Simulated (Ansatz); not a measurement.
`Cc1cccc(O)c1C`, charge 0, multiplicity 1.

Task: Give a relaxed structure at PBE0-D4/def2-TZVP (Ansatz 0.2.0). (Estimate.)

Result: The calculation gave: 
Z-matrix (Å, degrees):
```
C
C 1 1.500
H 1 1.090 2 110.4
H 1 1.094 2 111.9 3 119.9
H 1 1.094 2 111.9 3 -119.9
C 2 1.399 1 121.2 3 -179.9
C 2 1.391 1 119.4 3 0.1
C 6 1.500 2 122.6 1 -0.0
C 6 1.397 2 118.7 1 180.0
C 7 1.386 2 120.9 1 -180.0
H 7 1.084 2 119.2 1 -0.0
H 8 1.097 6 111.7 2 -119.9
H 8 1.097 6 111.7 2 119.5
H 8 1.088 6 112.0 2 -0.2
C 9 1.387 6 121.5 2 0.0
O 9 1.358 6 121.5 2 -180.0
H 10 1.084 7 120.0 2 -180.0
H 15 1.083 9 119.0 6 180.0
H 16 0.961 9 109.4 6 0.0
```
Point group Cs.
This is one stationary point; other conformers may exist.
